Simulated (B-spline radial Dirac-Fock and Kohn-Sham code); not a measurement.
## Core and valence levels of Rb¹⁸⁺

System: Rb¹⁸⁺ in the configuration [Ar] 3d1; nuclear rms radius 4.2036 fm (A = 85).

These are calculated numbers from a radial finite-basis atomic code; the model is ΔSCF Dirac-Fock with Breit, self-energy and vacuum polarisation, finite nucleus, configuration average. Correlation and solid-state effects are left out. Energies are counted from the vacuum level.

All terms are in eV, carry their sign (relaxation lowers the binding energy) and add up to the binding energy; ⟨r⟩ is the mean radius of the orbital in the initial state.

| subshell | −ε (Koopmans) | relaxation | Breit | self-energy | vacuum polarisation | binding energy | ⟨r⟩ (bohr) |
| --- | --- | --- | --- | --- | --- | --- | --- |
| 1s | 15964.8 | -32.00 | -24.61 | -13.24 | 1.41 | 15896.3 | 0.040 |
| 2s | 2773.0 | -8.73 | -2.10 | -1.49 | 0.15 | 2760.8 | 0.176 |
| 2p1/2 | 2571.3 | -10.62 | -3.41 | 0.16 | -0.01 | 2557.4 | 0.151 |
| 2p3/2 | 2509.5 | -10.25 | -2.28 | 0.03 | -0.01 | 2497.0 | 0.155 |
| 3s | 896.7 | -1.13 | -0.38 | -0.32 | 0.03 | 894.9 | 0.460 |
| 3p1/2 | 819.6 | -1.27 | -0.62 | 0.03 | 0.00 | 817.8 | 0.450 |
| 3p3/2 | 807.2 | -1.21 | -0.39 | 0.00 | 0.00 | 805.6 | 0.457 |
| 3d | 705.9 | -1.53 | -0.10 | 0.03 | 0.00 | 704.3 | 0.416 |

For the deepest level, K (1s), the Breit terms make up -0.155 % of the binding energy, QED -0.074 % and orbital relaxation -0.201 %.

Spin-orbit splittings: 2p 60.41 eV, 3p 12.18 eV.

Going to the tabulated ground configuration of the next ion removes an electron from M4,5 (3d), computed at 704.3 eV. NIST lists 706 ± 2.2 eV as the ionisation energy of this species (theoretical), +1.73 eV from the computed value, within the stated uncertainty.
